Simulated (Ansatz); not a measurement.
CH$_{5}$F$_{2}$NOSi (`CO[Si](N)(F)F`), relaxed with RKS PBE-D4/def2-SVP in Ansatz from a rough embedded geometry. The force threshold is 0.03 eV/Å; the program also tests the step.

Charge 0, multiplicity 1.

Start:

```xyz
11

C     1.114   -0.846    1.146
O     0.009   -0.703    0.267
Si   -0.307    0.776   -0.450
N    -1.651    0.432   -1.468
F     0.910    1.159   -1.394
F    -0.613    1.857    0.624
H     1.185   -1.823    1.512
H     1.011   -0.123    1.955
H     2.107   -0.576    0.615
H    -1.406   -0.292   -2.028
H    -2.358    0.140   -0.779
```

| step | energy (eV) | largest force (eV/Å) | largest move (Å) |
| --- | --- | --- | --- |
| 1 | -17946.6225 | 4.974 | 0.000 |
| 2 | -17947.1190 | 2.298 | 0.133 |
| 3 | -17947.2531 | 0.605 | 0.153 |
| 4 | -17947.2748 | 0.457 | 0.026 |
| 5 | -17947.2842 | 0.354 | 0.200 |
| 6 | -17947.2965 | 0.079 | 0.143 |
| 7 | -17947.2973 | 0.038 | 0.018 |
| 8 | -17947.2978 | 0.133 | 0.081 |
| 9 | -17947.2982 | 0.168 | 0.023 |
| 10 (rejected) | -17947.2844 | 0.755 | 0.193 |
| 11 | -17947.3002 | 0.038 | 0.068 |
| 12 | -17947.3007 | 0.223 | 0.097 |
| 13 | -17947.3030 | 0.082 | 0.009 |
| 14 | -17947.3087 | 0.170 | 0.154 |
| 15 | -17947.3117 | 0.079 | 0.059 |
| 16 | -17947.3140 | 0.112 | 0.164 |
| 17 | -17947.3181 | 0.353 | 0.200 |
| 18 (rejected) | -17947.3158 | 0.419 | 0.200 |
| 19 | -17947.3182 | 0.196 | 0.100 |
| 20 | -17947.3271 | 0.078 | 0.100 |
| 21 (rejected) | -17947.3270 | 0.073 | 0.027 |
| 22 | -17947.3274 | 0.101 | 0.013 |
| 23 | -17947.3280 | 0.024 | 0.058 |

End:

```xyz
11

C     1.291   -0.842    1.161
O     0.027   -0.673    0.534
Si   -0.420    0.654   -0.336
N    -1.718    0.218   -1.334
F     0.922    1.206   -1.089
F    -0.885    1.914    0.580
H     1.459   -1.925    1.328
H     1.320   -0.331    2.148
H     2.122   -0.446    0.537
H    -1.757   -0.684   -1.807
H    -2.359    0.909   -1.722
```

Run time 35 s (4 threads of an Arm Neoverse V1 on a shared host); peak host memory 0.19 GiB.
